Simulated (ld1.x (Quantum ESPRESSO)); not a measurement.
**Which change was made? (Sr, TM)**

```
Element                 : strontium (Sr)
Generator               : ld1.x (Quantum ESPRESSO) 7.5
Type                    : norm-conserving Troullier–Martins (Kleinman–Bylander form)
Functional              : PBE
Relativity              : scalar-relativistic
Frozen core             : [Ar] 3d10 4s2
Valence charge          : 8
Reference configuration : 4p6 4d0 5s2 5p0
Partial waves           : 4p (bound): rc 2.20 bohr; 4d (bound, empty): rc 3.00 bohr; 5s (bound): rc 3.65 bohr
Local potential         : the s channel
Core correction         : none
```

Cutoffs, loose and tight: the cutoffs (Ry, on a coarse ladder) from which the occupation-weighted sum of valence levels, in a spherical-Bessel basis at the reference potential, stays within 10 and 1 mRy of its value at 400 Ry. They do not see the model core or the augmentation charge, which bear on the density cutoff. Test errors are all-electron minus pseudo excitation energies from the reference, over the configurations 4p6 4d0 5s1 5p0; 4p6 4d0 5s0 5p0; 4p6 4d0 5s1.5 5p0; 4p6 4d0 5s0 5p1; 4p6 4d0 5s1 5p1; 4p6 4d1 5s0 5p0; 4p6 4d0 5s0 5p2; variants that change the core or the reference have their own tests.

The base gives: outcome: generated; cutoff, loose: 15 Ry; cutoff, tight: 30 Ry; bound ghosts: none; largest test error (meV): -726.

On the changes marked as counting shells twice: ld1.x takes every shell without a wave as core, so the model core holds the marked electrons as well and exchange and correlation see them twice. This cancels in the reference configuration, but the file is broken for other ones, and its errors say nothing about a proper core correction.

**Question.** After one change the result is: outcome: generated, misses its reference levels by 0.29 eV; cutoff, loose: 15 Ry; cutoff, tight: 30 Ry; bound ghosts: none; largest test error (meV): -536. Which change was it?
A. all radii scaled by about 0.85 (s 3.08, p 1.86, d 2.54 bohr)
B. local potential all-electron potential smoothed inside 2.55 bohr (lloc = -1)
C. local potential all-electron potential smoothed inside 2.25 bohr (lloc = -1)
D. reference 4p6 4d0 5s1.5 5p0.5
E. core [Ar] 3d10, valence charge 10; reference 4s2 4p6 4d0 5s2 5p0; waves now 4p (bound): rc 2.45 bohr; 4d (bound): rc 2.75 bohr; 4s (bound): rc 1.95 bohr; core correction a·sin(br)/r model core, default radius (core density twice the valence density) (5s counted twice)

**Answer.** D. The others give: all radii scaled by about 0.85 (s 3.08, p 1.86, d 2.54 bohr) → outcome: generated; cutoff, loose: 30 Ry; cutoff, tight: 55 Ry; bound ghosts: none; largest test error (meV): -720 | local potential all-electron potential smoothed inside 2.25 bohr (lloc = -1) → outcome: generated; cutoff, loose: 15 Ry; cutoff, tight: 30 Ry; bound ghosts: s; largest test error (meV): +119 | core [Ar] 3d10, valence charge 10; reference 4s2 4p6 4d0 5s2 5p0; waves now 4p (bound): rc 2.45 bohr; 4d (bound): rc 2.75 bohr; 4s (bound): rc 1.95 bohr; core correction a·sin(br)/r model core, default radius (core density twice the valence density) (5s counted twice) → outcome: generated, misses its reference levels by 0.30 eV; cutoff, loose: 25 Ry; cutoff, tight: 50 Ry; bound ghosts: none; largest test error (meV): -1767 | local potential all-electron potential smoothed inside 2.55 bohr (lloc = -1) → outcome: generated; cutoff, loose: 15 Ry; cutoff, tight: 30 Ry; bound ghosts: s; largest test error (meV): +40.
